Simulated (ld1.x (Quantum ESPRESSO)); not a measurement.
# Transferability test, ultrasoft potential for O (Z = 8)

```json
{
  "Element": "O",
  "Generator": "ld1.x (Quantum ESPRESSO) 7.5",
  "Type": "ultrasoft",
  "Functional": "PBE",
  "Relativity": "scalar-relativistic",
  "Frozen core": "[He]",
  "Valence charge": "6",
  "Reference configuration": "2s2 2p2 (charge +2)",
  "Partial waves": "2s (bound): rcut 0.75, rcutus 0.95 bohr; 2s channel at -0.15 Ry: rcut 0.75, rcutus 0.95 bohr; 2p (bound): rcut 1.30, rcutus 1.60 bohr; 2p channel at -2.8 Ry: rcut 1.30, rcutus 1.60 bohr",
  "Local potential": "all-electron potential smoothed inside 0.90 bohr (lloc = -1)",
  "Core correction": "none",
  "Augmentation charge": "PSQ, inside the norm-conserving radii"
}
```

Energies are relative to the spin-unpolarised reference configuration 2s2 2p2; without spin polarisation the order of configurations can differ from experiment.

```tsv
valence configuration	charge	ΔE all-electron (eV)	error AE − PS (meV)
2s2 2p4	0	-50.017	+175
2s2 2p1	+3	53.869	+79
2s0 2p6	0	-20.080	+345
2s1 2p4	+1	-18.358	+116
2s2 2p4.3	-0.3	-52.140	+204
2s2 2p3.5	+0.5	-43.731	+117
```

Task: What are ΔE and the potential's error for 2s2 2p3?

Result: ΔE = -33.586 eV all-electron; the error (AE − PS) is +60 meV.
